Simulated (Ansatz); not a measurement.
Calculated with Ansatz (gas phase, PBE0-D4/def2-TZVP geometries, no zero-point term in ΔE). CBS: MP2 limit from def2 TZ/QZ plus the TZ coupled-cluster correction, frozen cores. This one scheme is used for every species. Functionals use def2-TZVPP. B3LYP here is the variant with VWN-RPA as its local correlation; programs differ in this. For Ge outer-core shells are correlated without core-valence functions, which leaves a few kJ/mol of doubt a bond. Scalar relativity is left out up to krypton. Each species was taken in one conformer, which may not be the lowest.

`C=N[CH](O)[GeH3]` + H₂ → `C=N[CH2][GeH3]` + H₂O  (hydrogenolysis of a C–O bond)

| level | ΔE (kcal/mol) | difference from CCSD(T)/CBS |
| --- | --- | --- |
| PBE-D4 | -21.5 | 3.3 |
| r2SCAN-D4 | -22.0 | 2.8 |
| PBE0-D4 | -23.5 | 1.3 |
| B3LYP-D4 | -22.6 | 2.2 |
| ωB97X-V | -22.6 | 2.2 |
| ωB97M-V | -23.1 | 1.7 |
| B2PLYP | -24.3 | 0.5 |
| PBE | -22.4 | 2.4 |
| r2SCAN | -22.2 | 2.6 |
| PBE0 | -24.3 | 0.5 |
| B3LYP | -24.1 | 0.7 |
| HF/def2-TZVPP | -27.2 | -2.4 |
| MP2/def2-TZVPP | -24.7 | 0.1 |
| SCS-MP2/def2-TZVPP | -24.6 | 0.2 |
| CCSD/def2-TZVPP | -25.3 | -0.5 |
| CCSD(T)/def2-TZVPP | -24.2 | 0.6 |
| HF/def2-QZVPP | -27.4 | -2.6 |
| MP2/def2-QZVPP | -25.2 | -0.4 |
| SCS-MP2/def2-QZVPP | -25.1 | -0.3 |
| HF/CBS(def2) | -27.4 | -2.6 |
| MP2/CBS(def2) | -25.4 | -0.6 |
| CCSD/CBS(def2) | -25.9 | -1.1 |
| CCSD(T)/CBS | -24.8 | 0 |

Largest T1 diagnostic among the species: 0.012.

The D4 term adds +1.5 kcal/mol with B3LYP and +0.8 kcal/mol with PBE0; it sums over pairs of atoms, weighted by their polarisabilities, and B3LYP, whose exchange is more repulsive, gets the larger term. From PBE to PBE0 (25 % exact exchange), in def2-TZVPP and without D4, ΔE moves by −1.9 kcal/mol.

CCSD(T)/CBS has its own doubt, a few kJ/mol and more with outer-core shells, so smaller differences from it don't rank the levels.
